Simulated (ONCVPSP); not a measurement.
# Configuration tests for iridium (ONCV)

```
Element                 : iridium
Generator               : ONCVPSP 4.0.1
Type                    : optimised norm-conserving Vanderbilt (ONCV)
Functional              : PBE
Relativity              : scalar-relativistic
Frozen core             : [Kr] 4d10 4f14
Valence charge          : 17
Reference configuration : 5s2 5p6 5d8 6s1
Partial waves           : 5s+6s: rc 1.75 bohr, ncon 4, nbas 7, qcut 7 1/bohr, 2 projectors; 5p: rc 1.45 bohr, ncon 4, nbas 8, qcut 8.1 1/bohr, 2 projectors, debl 0.7 Ha; 5d: rc 1.70 bohr, ncon 3, nbas 7, qcut 5.7 1/bohr, 2 projectors, debl 0.5 Ha
Local potential         : polynomial inside 1.05 bohr (lpopt 5, dvloc0 0 Ha)
Core correction         : Teter function, fcfact 1.75, rcfact 1
```

In the p channel the program set the typed energies aside and used -1.922, 0.250 Ha.

Energies are relative to the spin-unpolarised reference configuration 5s2 5p6 5d8 6s1; without spin polarisation the order of configurations can differ from experiment.

```csv
valence configuration,charge,ΔE all-electron (eV),error AE − PS (meV)
5s2 5p6 5d7 6s2,0,0.334,-1.3
5s2 5p6 5d7 6s1,+1,10.213,-1.9
```

Problem. What are ΔE and the potential's error for 5s2 5p6 5d6 6s0?

Solution. ΔE = 58.224 eV all-electron; the error (AE − PS) is -14 meV.

Problem. What are ΔE and the potential's error for 5s2 5p6 5d7 6s0?

Solution. ΔE = 27.682 eV all-electron; the error (AE − PS) is -7.0 meV.

Levels in the configuration 5s2 5p6 5d6 6s0:

```
level  all-electron (eV)  pseudo (eV)
   5s           -129.564     -129.623
   5p            -86.050      -86.076
   5d            -36.885      -36.887
```

Note: no bound ghost flagged; GHOST(+) flagged for s at 63.9 eV, p at 329.2 eV.
